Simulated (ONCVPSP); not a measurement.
# PBE ONCV dataset for Mo, fully relativistic all-electron reference.

ONCVPSP 4.0.1 was run on this input:

```
# ATOM AND REFERENCE CONFIGURATION
# atsym  z   nc   nv     iexc    psfile
  Mo 42.00    6    4        4      upf
#
#   n    l    f
    1    0    2.00
    2    0    2.00
    2    1    6.00
    3    0    2.00
    3    1    6.00
    3    2   10.00
    4    0    2.00
    4    1    6.00
    4    2    5.00
    5    0    0.50
#
# PSEUDOPOTENTIAL AND OPTIMIZATION
# lmax
    2
#
#   l,   rc,      ep,       ncon, nbas, qcut
    0    1.80    0.00    4    8    6.00
    1    1.45    0.00    5    8   11.20
    2    2.20    0.00    4    9    7.20
#
# LOCAL POTENTIAL
# lloc, lpopt,  rc(5),   dvloc0
    4    5    0.95    6.00
#
# VANDERBILT-KLEINMAN-BYLANDER PROJECTORs
# l, nproj, debl
    0    2    3.30
    1    2    1.80
    2    2    3.20
#
# MODEL CORE CHARGE
# icmod, fcfact, rcfact
    3    5.00    1.75
#
# LOG DERIVATIVE ANALYSIS
# epsh1, epsh2, depsh
   -4.00    5.00    0.02
#
# OUTPUT GRID
# rlmax, drl
    6.00    0.01
#
# TEST CONFIGURATIONS
# ncnf
    4
# nvcnf
#   n    l    f
    4
    4    0    2.00
    4    1    6.00
    4    2    5.00
    5    0    1.00
#
    4
    4    0    2.00
    4    1    6.00
    4    2    5.00
    5    0    0.00
#
    4
    4    0    2.00
    4    1    6.00
    4    2    4.00
    5    0    0.00
#
    4
    4    0    2.00
    4    1    6.00
    4    2    5.50
    5    0    0.50
#
```

Command:

```bash
oncvpspr.x < Mo.dat > Mo.out
```

Resulting log (shortened: citation, most of the input echo, consistency checks and plot data are left out):

```
ONCVPSP  (Optimized Norm-Conservinng Vanderbilt PSeudopotential)
relativistic version 4.0.1

#   n    l    f        energy (Ha)
    1    0    2.00    -7.2823785D+02
    2    0    2.00    -1.0293037D+02
    2    1    6.00    -9.0781011D+01    -9.4697122D+01
    3    0    2.00    -1.7618172D+01
    3    1    6.00    -1.3840815D+01    -1.4485538D+01
    3    2   10.00    -8.1825886D+00    -8.3046432D+00
    4    0    2.00    -2.4817422D+00
    4    1    6.00    -1.5038920D+00    -1.5949393D+00
    4    2    5.00    -2.5198862D-01    -2.5967491D-01
    5    0    0.50    -2.5204816D-01

Reference configufation results
  iterations    24
  all-electron total energy (Ha)   -4.04910194D+03

Begin loop to  construct optimized pseudo wave functions
and semi-local pseudopoentials for all angular momenta

Calculating optimized projector #   1

 for l=   0

    Fraction of norm inside rc  0.948700
    Optimizing pswf for qcut=   5.99 a_B^-1,  ecut=  17.96 Ha
    Residual kinetic energy error=  4.12D-05 Ha

    Energy error per electron        Cutoff
         Ha          eV             Ha
         0.01000     0.27211        9.50
         0.00100     0.02721       13.71
         0.00010     0.00272       16.75
         0.00001     0.00027       46.43

Calculating optimized projector #   2

 for l=   0

    Fraction of norm inside rc  0.058928
    Optimizing pswf for qcut=   5.99 a_B^-1,  ecut=  17.96 Ha
    Residual kinetic energy error=  3.81D-05 Ha

    Energy error per electron        Cutoff
         Ha          eV             Ha
         0.01000     0.27211        4.14
         0.00100     0.02721       12.80
         0.00010     0.00272       16.46
         0.00001     0.00027       28.30

   Wellstate for l =  1  n =  5 kap= -2
     eigenvalue =   0.2961
     asymptotic potential =   0.7961
     half-point radius =  3.1270

Calculating optimized projector #   1

 for l=   1

    Fraction of norm inside rc  0.713267
    Optimizing pswf for qcut=  11.21 a_B^-1,  ecut=  62.79 Ha
    Residual kinetic energy error=  2.98D-07 Ha

    Energy error per electron        Cutoff
         Ha          eV             Ha
         0.01000     0.27211       29.44
         0.00100     0.02721       39.69
         0.00010     0.00272       47.77
         0.00001     0.00027       54.28

Calculating optimized projector #   2

 for l=   1

    Fraction of norm inside rc  0.089697
    Optimizing pswf for qcut=  11.21 a_B^-1,  ecut=  62.79 Ha
    Residual kinetic energy error=  1.13D-07 Ha

    Energy error per electron        Cutoff
         Ha          eV             Ha
         0.01000     0.27211       22.17
         0.00100     0.02721       33.92
         0.00010     0.00272       42.72
         0.00001     0.00027       49.54

   Wellstate for l =  1  n =  5 kap=  1
     eigenvalue =   0.2051

Calculating optimized projector #   1

 for l=   1

    Fraction of norm inside rc  0.737942
    Optimizing pswf for qcut=  11.21 a_B^-1,  ecut=  62.79 Ha
    Residual kinetic energy error=  3.71D-07 Ha

    Energy error per electron        Cutoff
         Ha          eV             Ha
         0.01000     0.27211       30.07
         0.00100     0.02721       40.62
         0.00010     0.00272       48.44
         0.00001     0.00027       54.88

Calculating optimized projector #   2

 for l=   1

    Fraction of norm inside rc  0.087519
    Optimizing pswf for qcut=  11.21 a_B^-1,  ecut=  62.79 Ha
    Residual kinetic energy error=  9.18D-08 Ha

    Energy error per electron        Cutoff
         Ha          eV             Ha
         0.01000     0.27211       22.77
         0.00100     0.02721       34.98
         0.00010     0.00272       43.96
         0.00001     0.00027       50.81

   Wellstate for l =  2  n =  7 kap= -3
     eigenvalue =   2.9480
     asymptotic potential =   3.4480
     half-point radius =  4.2946

Calculating optimized projector #   1

 for l=   2

    Fraction of norm inside rc  0.686526
    Optimizing pswf for qcut=   7.20 a_B^-1,  ecut=  25.93 Ha
    Residual kinetic energy error=  1.38D-07 Ha

    Energy error per electron        Cutoff
         Ha          eV             Ha
         0.01000     0.27211       12.70
         0.00100     0.02721       16.56
         0.00010     0.00272       19.61
         0.00001     0.00027       22.05

Calculating optimized projector #   2

 for l=   2

    Fraction of norm inside rc  0.152296
    Optimizing pswf for qcut=   7.20 a_B^-1,  ecut=  25.93 Ha
    Residual kinetic energy error=  3.77D-06 Ha

    Energy error per electron        Cutoff
         Ha          eV             Ha
         0.01000     0.27211       15.18
         0.00100     0.02721       18.96
         0.00010     0.00272       22.09
         0.00001     0.00027       25.16

   Wellstate for l =  2  n =  7 kap=  2
     eigenvalue =   2.9403

Calculating optimized projector #   1

 for l=   2

    Fraction of norm inside rc  0.696760
    Optimizing pswf for qcut=   7.20 a_B^-1,  ecut=  25.93 Ha
    Residual kinetic energy error=  1.51D-07 Ha

    Energy error per electron        Cutoff
         Ha          eV             Ha
         0.01000     0.27211       12.82
         0.00100     0.02721       16.67
         0.00010     0.00272       19.72
         0.00001     0.00027       22.13

Calculating optimized projector #   2

 for l=   2

    Fraction of norm inside rc  0.153307
    Optimizing pswf for qcut=   7.20 a_B^-1,  ecut=  25.93 Ha
    Residual kinetic energy error=  4.09D-06 Ha

    Energy error per electron        Cutoff
         Ha          eV             Ha
         0.01000     0.27211       15.27
         0.00100     0.02721       19.05
         0.00010     0.00272       22.17
         0.00001     0.00027       25.32

Construct Vanderbilt / Kleinmman-Bylander projectors

B matrix Hermiticity error, ll=  0  kap= -1
   1   2    1.9838D-04

  Orthonormal projector coefficients  9.5268E+00  1.7294E+00

B matrix Hermiticity error, ll=  1  kap= -2
   1   2    2.1461D-04

  Orthonormal projector coefficients  8.4294E+00  5.9839E-01

B matrix Hermiticity error, ll=  1  kap=  1
   1   2    2.2831D-04

  Orthonormal projector coefficients  8.5981E+00  6.0737E-01

B matrix Hermiticity error, ll=  2  kap= -3
   1   2    1.5843D-04

  Orthonormal projector coefficients  2.3493E+00 -1.7174E+00

B matrix Hermiticity error, ll=  2  kap=  2
   1   2    1.6102D-04

  Orthonormal projector coefficients  2.3905E+00 -1.4932E+00

 Orthonormal scalar projector coefficients, l =  1
  8.4759E+00  5.9759E-01  1.3425E-02  5.5463E-05

 Orthonormal spin-orbit projector coefficients, l =  1
 -4.9759E-01  3.1325E-01  6.7270E-02 -1.4388E-03

 Orthonormal scalar projector coefficients, l =  2
  2.3642E+00 -1.6258E+00 -3.1172E-04  2.1391E-05

 Orthonormal spin-orbit projector coefficients, l =  2
 -1.3064E-01  2.0271E-02  5.0400E-03 -8.5348E-04

Model core correction analysis
  based on d2Exc/dn_idn_j

d2excae - all-electron derivatives

   -2.646309D-02   -2.310755D-02   -1.160280D-02   -1.660447D-03
   -2.310767D-02   -2.142744D-02   -1.267581D-02   -2.111041D-03
   -1.160290D-02   -1.267585D-02   -1.386295D-02   -9.812508D-03
   -1.660350D-03   -2.110709D-03   -9.811333D-03   -2.525804D-02

d2excps - pseudofunction derivatives with no core correction

   -4.861661D-02   -3.123006D-02   -1.523219D-02   -3.642801D-03
   -3.123141D-02   -3.123270D-02   -1.791205D-02   -2.827733D-03
   -1.523265D-02   -1.791216D-02   -1.919979D-02   -1.280960D-02
   -3.644329D-03   -2.826648D-03   -1.280773D-02   -3.219482D-02

rms 2nd derivative error    7.514695E-03

rmatch, rhocmatch    0.7575   11.1610

Teter function model core charge with specified parameters

d2excps - pseudofunction derivatives with core correction

   -2.346512D-02   -2.125804D-02   -1.187757D-02   -1.627316D-03
   -2.125796D-02   -2.272245D-02   -1.488256D-02   -2.277702D-03
   -1.187749D-02   -1.488250D-02   -1.793476D-02   -1.262418D-02
   -1.626875D-03   -2.276583D-03   -1.262229D-02   -3.198129D-02

rms 2nd derivative error    2.562264E-03

Pseudoatom total energy  -68.600597

Diagnostic tests using Vanderbilt-Kleinman-Bylander pseudopotentials
  relativistic with J = L +/- 1/2 projectors

   l  kap   rcore       rmatch      e in        delta e    norm test   slope test

   0  -1   1.8034092   1.8581646  -2.4817422   0.0000014   1.0001424   1.0001338
   0  -1   1.8034092   1.8581646  -0.2520482   0.0000028   1.0000318   1.0000263

   1  -2   1.4540086   1.4981554  -1.5038920  -0.0000149   1.0001175   1.0001489
   1   1   1.4540086   1.4981554  -1.5949393  -0.0000015   1.0001264   1.0001327
   1  -2   1.4540086   1.4981554   0.2961080   0.0000075   1.0003093   1.0003093
   1   1   1.4540086   1.4981554   0.2765665   0.0000101   1.0003175   1.0003175

   2  -3   2.2101697   2.2772752  -0.2519886  -0.0000025   1.0000324   1.0000426
   2   2   2.2101697   2.2772752  -0.2596749   0.0000004   1.0000369   1.0000261
   2  -3   2.2101697   2.2772752   2.9480114   0.0000329   1.0000895   1.0000895
   2   2   2.2101697   2.2772752   2.9443068   0.0000334   1.0000918   1.0000918

Diagnostic tests using Vanderbilt-Kleinman-Bylander pseudopotentials
  relativistic with scalar and spin-orbit non-local projectors

   l  kap   rcore       rmatch      e in        delta e    norm test   slope test

   0  -1   1.8034092   1.8581646  -2.4817422   0.0000014   1.0001424   1.0001338
   0  -1   1.8034092   1.8581646  -0.2520482   0.0000028   1.0000318   1.0000263

   1  -2   1.4540086   1.4981554  -1.5038920  -0.0000179   1.0001176   1.0001465
   1   1   1.4540086   1.4981554  -1.5949393  -0.0000045   1.0001266   1.0001306
   1  -2   1.4540086   1.4981554   0.2961080   0.0000046   1.0003088   1.0003088
   1   1   1.4540086   1.4981554   0.2765665   0.0000075   1.0003169   1.0003169

   2  -3   2.2101697   2.2772752  -0.2519886   0.0001153   0.9999727   1.0004391
   2   2   2.2101697   2.2772752  -0.2596749   0.0001206   0.9999728   1.0004043
   2  -3   2.2101697   2.2772752   2.9480114   0.0000401   1.0001036   1.0001036
   2   2   2.2101697   2.2772752   2.9443068   0.0000393   1.0001051   1.0001051

Ghost test for J = L + 1/2

 Testing for bound ghosts
   n   l    E NL Schr. Eq   E Basis Diag.   E Cutoff

   1   0       -2.481741       -2.481711     81.30
   2   0       -0.252045       -0.204158     81.30

   2   1       -1.503907       -1.503681    143.23

   3   2       -0.251991       -0.250739     90.74

 Testing for highly-localized positive-energy ghosts
       l    <radius>/rc     E Basis Diag.   E Cutoff

       0        0.671070        4.735616     81.30  WARNING - GHOST(+)

Ghost test for J = L - 1/2

 Testing for bound ghosts
   n   l    E NL Schr. Eq   E Basis Diag.   E Cutoff

   1   0       -2.481741       -2.481711     81.30
   2   0       -0.252045       -0.204158     81.30

   2   1       -1.594941       -1.594780    143.23

   3   2       -0.259675       -0.258545     90.74

 Testing for highly-localized positive-energy ghosts
       l    <radius>/rc     E Basis Diag.   E Cutoff

       0        0.671070        4.735616     81.30  WARNING - GHOST(+)

Test configuration 0

   n   l kap    f        eae           eps        diff
   1   0  -1  2.0000 -728.23784781
   2   0  -1  2.0000 -102.93036869
   2   1  -2  4.0000  -90.78101099
   2   1   1  2.0000  -94.69712223
   3   0  -1  2.0000  -17.61817204
   3   1  -2  4.0000  -13.84081545
   3   1   1  2.0000  -14.48553819
   3   2  -3  6.0000   -8.18258864
   3   2   2  4.0000   -8.30464321
   4   0  -1  2.0000   -2.48174219   -2.48174074    1.44E-06
   4   1  -2  4.0000   -1.50389198   -1.50390692   -1.49E-05
   4   1   1  2.0000   -1.59493933   -1.59494085   -1.52E-06
   4   2  -3  3.0000   -0.25198862   -0.25199114   -2.52E-06
   4   2   2  2.0000   -0.25967491   -0.25967454    3.69E-07
   5   0  -1  0.5000   -0.25204816   -0.25204541    2.75E-06

    Total energies and differences
      AE_ref= -4.04910194E+03  AE_tst= -4.04910194E+03  dif=  0.00E+00
      PS_ref= -6.86005973E+01  PS_tst= -6.86005973E+01  dif= -1.42E-14
      PSP excitation error=  1.42E-14

Test configuration 1

   n   l kap    f        eae           eps        diff
   1   0  -1  2.0000 -728.11971771
   2   0  -1  2.0000 -102.81411169
   2   1  -2  4.0000  -90.66464609
   2   1   1  2.0000  -94.58072088
   3   0  -1  2.0000  -17.50142694
   3   1  -2  4.0000  -13.72407619
   3   1   1  2.0000  -14.36880617
   3   2  -3  6.0000   -8.06599381
   3   2   2  4.0000   -8.18805275
   4   0  -1  2.0000   -2.36355244   -2.36298008    5.72E-04
   4   1  -2  4.0000   -1.38490739   -1.38484171    6.57E-05
   4   1   1  2.0000   -1.47612212   -1.47599969    1.22E-04
   4   2  -3  3.0000   -0.13499471   -0.13502432   -2.96E-05
   4   2   2  2.0000   -0.14248651   -0.14250877   -2.23E-05
   5   0  -1  1.0000   -0.15018118   -0.15013735    4.38E-05

    Total energies and differences
      AE_ref= -4.04910194E+03  AE_tst= -4.04920217E+03  dif= -1.00E-01
      PS_ref= -6.86005973E+01  PS_tst= -6.87008135E+01  dif= -1.00E-01
      PSP excitation error= -1.35E-05

Test configuration 2

   n   l kap    f        eae           eps        diff
   1   0  -1  2.0000 -728.36873317
   2   0  -1  2.0000 -103.05906700
   2   1  -2  4.0000  -90.90983340
   2   1   1  2.0000  -94.82598719
   3   0  -1  2.0000  -17.74736291
   3   1  -2  4.0000  -13.96999670
   3   1   1  2.0000  -14.61471453
   3   2  -3  6.0000   -8.31160840
   3   2   2  4.0000   -8.43365903
   4   0  -1  2.0000   -2.61219716   -2.61294829   -7.51E-04
   4   1  -2  4.0000   -1.63497993   -1.63512837   -1.48E-04
   4   1   1  2.0000   -1.72589805   -1.72608543   -1.87E-04
   4   2  -3  3.0000   -0.37956763   -0.37956930   -1.67E-06
   4   2   2  2.0000   -0.38747596   -0.38748008   -4.13E-06
   5   0  -1  0.0000   -0.36114926   -0.36114926    0.00E+00

    Total energies and differences
      AE_ref= -4.04910194E+03  AE_tst= -4.04894892E+03  dif=  1.53E-01
      PS_ref= -6.86005973E+01  PS_tst= -6.84475575E+01  dif=  1.53E-01
      PSP excitation error= -1.98E-05

Test configuration 3

   n   l kap    f        eae           eps        diff
   1   0  -1  2.0000 -728.80435183
   2   0  -1  2.0000 -103.49918411
   2   1  -2  4.0000  -91.34964394
   2   1   1  2.0000  -95.26570715
   3   0  -1  2.0000  -18.18531639
   3   1  -2  4.0000  -14.40792366
   3   1   1  2.0000  -15.05270793
   3   2  -3  6.0000   -8.74998093
   3   2   2  4.0000   -8.87205803
   4   0  -1  2.0000   -3.03983833   -3.04006577   -2.27E-04
   4   1  -2  4.0000   -2.05556006   -2.05560768   -4.76E-05
   4   1   1  2.0000   -2.14804572   -2.14806009   -1.44E-05
   4   2  -3  2.4000   -0.76160649   -0.76166989   -6.34E-05
   4   2   2  1.6000   -0.77081129   -0.77085759   -4.63E-05
   5   0  -1  0.0000   -0.65045740   -0.65045740    0.00E+00

    Total energies and differences
      AE_ref= -4.04910194E+03  AE_tst= -4.04838076E+03  dif=  7.21E-01
      PS_ref= -6.86005973E+01  PS_tst= -6.78793530E+01  dif=  7.21E-01
      PSP excitation error= -5.57E-05

Test configuration 4

   n   l kap    f        eae           eps        diff
   1   0  -1  2.0000 -728.07777130
   2   0  -1  2.0000 -102.76904604
   2   1  -2  4.0000  -90.61978611
   2   1   1  2.0000  -94.53592586
   3   0  -1  2.0000  -17.45683734
   3   1  -2  4.0000  -13.67947289
   3   1   1  2.0000  -14.32420098
   3   2  -3  6.0000   -8.02117040
   3   2   2  4.0000   -8.14322592
   4   0  -1  2.0000   -2.32114208   -2.32148591   -3.44E-04
   4   1  -2  4.0000   -1.34474288   -1.34481787   -7.50E-05
   4   1   1  2.0000   -1.43546446   -1.43554930   -8.48E-05
   4   2  -3  3.3000   -0.10629113   -0.10627234    1.88E-05
   4   2   2  2.2000   -0.11337627   -0.11335763    1.86E-05
   5   0  -1  0.5000   -0.13760307   -0.13761653   -1.35E-05

    Total energies and differences
      AE_ref= -4.04910194E+03  AE_tst= -4.04919189E+03  dif= -8.99E-02
      PS_ref= -6.86005973E+01  PS_tst= -6.86905392E+01  dif= -8.99E-02
      PSP excitation error= -5.32E-06
```

The run took about 4.8 s on one core of a shared server CPU.
